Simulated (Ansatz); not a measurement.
Saddle point of SiAsNH8, closed shell (SiNH₅ ([NH2][SiH3]) + AsH₃ → SiAsH₅ ([SiH3][AsH2]) + NH₃; bonds formed: Si1–As7, N2–H6; bonds broken: Si1–N2, H6–As7), PBE0-D4/def2-TZVP structure:

| atom | x (Å) | y (Å) | z (Å) |
| --- | --- | --- | --- |
| Si1 | -0.7699 | -0.6606 | 0.9158 |
| N2 | 0.9920 | -0.1780 | 0.5625 |
| H3 | -1.6011 | 0.5115 | 1.2314 |
| H4 | -1.2629 | -1.6583 | -0.0464 |
| H5 | -0.5082 | -1.3793 | 2.2054 |
| H6 | 0.7532 | 0.3423 | -0.3807 |
| As7 | -0.8094 | 0.9244 | -1.7826 |
| H8 | 1.3994 | 0.4462 | 1.2573 |
| H9 | 1.6190 | -0.9688 | 0.4210 |
| H10 | -0.0552 | 2.2469 | -1.6375 |
| H11 | 0.2430 | 0.3736 | -2.7463 |

Energies are electronic, without zero-point energy. Barriers and step energies count from the start structure reached by relaxing down the imaginary mode; all methods use the PBE0-D4 structures, on which another method's saddle can fall below an end. Computed with Ansatz 0.2.0 (basis: def2-TZVPP, with def2-QZVPP for the basis limit); correlated methods freeze the cores. Filled d shells of the heavier atoms are correlated. The def2 sets are not built for correlating such inner shells, so the correlated values are less sure here. B3LYP uses VWN-RPA correlation. Extrapolation: Hartree–Fock as exp(−7.88 √X), correlation as X^−2.97.

| method | barrier (kJ/mol) | step energy (kJ/mol) |
| --- | --- | --- |
| SPW92 | 88.3 | -7.2 |
| PBE-D4 | ? | -8.8 |
| BLYP-D4 | 130.1 | 1.8 |
| r2SCAN-D4 | 129.1 | -0.4 |
| B97M-V | 152.4 | 3.7 |
| PBE0-D4 | 124.5 | -5.5 |
| B3LYP-D4 | ? | 4.2 |
| r2SCAN0-D4 | ? | 0.4 |
| BHLYP-D4 | 153.1 | 7.6 |
| CAM-B3LYP-D4 | 150.1 | 11.0 |
| wB97X-V | 150.7 | 4.6 |
| wB97M-V | 142.1 | 3.4 |
| B2PLYP | 147.9 | 8.6 |
| PBE-QIDH | 137.6 | 0.6 |
| RPA on PBE | 158.8 | 7.9 |
| HF | 194.1 | 23.2 |
| MP2 | 143.9 | 4.0 |
| CCSD | 158.9 | 7.6 |
| CCSD(T) | 150.2 | 4.5 |

Q: Fill in the withheld barriers. (An estimate is asked for; the value comes from the calculation.)

A: The calculation gives: r2SCAN0-D4 134.4; PBE-D4 112.2; B3LYP-D4 139.4 kJ/mol. Each is the energy of the saddle less that of the start structure, by the same method.

For comparison, the barrier by CCSD(T) at an estimated basis limit (MP2 extrapolated from triple and quadruple zeta, plus CCSD(T) − MP2 in triple zeta) is 141.7 kJ/mol.

The T1 diagnostic stays at or below 0.013. The start structure is not quite a true minimum (one mode of 30i cm⁻¹).

Labels in which every atom is bracketed show which atoms are joined, not bond orders.

For scale, one of the runs: CCSD(T)/def2-TZVPP, 233 basis functions, launched by `ansatz run in.yaml --threads 4 --pin off --events-out ev --progress --plain --max-ram 9574MiB`. Time: 110 s of wall clock on 4 CPU threads of an Arm Neoverse V2; the host was shared. Peak host memory: 4 GiB.
